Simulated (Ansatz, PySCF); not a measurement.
Pair of molecules: CH4 (SMILES C) (first 5 atoms) with Si2H6 (SMILES [SiH3][SiH3]); geometry from B3LYP-D3(BJ)/def2-TZVP, rigid monomers moved along the line of their centres of mass till C1···Si7 is 3.54 Å.
(charge 0, multiplicity 1):
```csv
atom,x (Å),y (Å),z (Å)
C,0.0554,-0.1260,0.0464
H,-0.3725,-1.0483,0.4367
H,-0.5348,0.7218,0.3915
H,1.0800,-0.0225,0.3998
H,0.0467,-0.1546,-1.0423
Si,1.0678,0.4331,3.7743
Si,-1.1177,-0.3166,3.3779
H,1.7961,-0.5452,4.6188
H,1.0383,1.7369,4.4815
H,1.8074,0.6023,2.5013
H,-1.1009,-1.6280,2.6868
H,-1.8581,0.6555,2.5385
H,-1.8365,-0.4716,4.6667
```

Interaction energies are E(AB) − E(A) − E(B) at the monomers' geometry in the complex; basis-set methods are counterpoise corrected. Rows marked so take none.

Frozen-core correlation. Rows in 3-21G carry no dispersion term and start afresh at each structure.

Codes used: Ansatz (a quantum-chemistry and plane-wave program) with Gaussian orbitals; PySCF for 3-21G rows, the dispersion terms. Values without a source in brackets are computed.

| level | interaction energy (meV) |
|---|---|
| PBE/def2-TZVPPD | 47.6 |
| r2SCAN-D3(BJ)/def2-TZVPPD | -0.8 |
| B3LYP/3-21G (no counterpoise) | 31.9 |
| B3LYP-D3(BJ)/def2-TZVPPD | -21.3 |
| B3LYP-D4/def2-TZVPPD | -8.9 |
| PBE0/def2-TZVPPD | 46.7 |
| PBE0-D4/def2-TZVPPD | -16.4 |
| wB97X-V/def2-TZVPPD | ___ |
| CCSD(T)/aug-cc-pV(D+d)Z | ___ |

### Question
Complete the blanks.

### Answer

- wB97X-V/def2-TZVPPD, interaction energy (meV): -5.9
- CCSD(T)/aug-cc-pV(D+d)Z, interaction energy (meV): 15.0
